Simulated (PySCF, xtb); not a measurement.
CH2O, SMILES [O+](=[C-]\[H])/[H].

GFN2-xTB run with xtb at its own geometry gives an orbital gap of 2.08 eV and a dipole moment of 1.84 D.

The structure is a stationary point at ωB97X-D3(BJ)/def2-TZVPD.

Q: What does PBE/def2-TZVPD (PySCF) give? (The exact figures need the calculation; the answer reports its results.)

A: gap 2.18 eV (levels -5.03 and -2.85 eV), dipole 1.79 D.
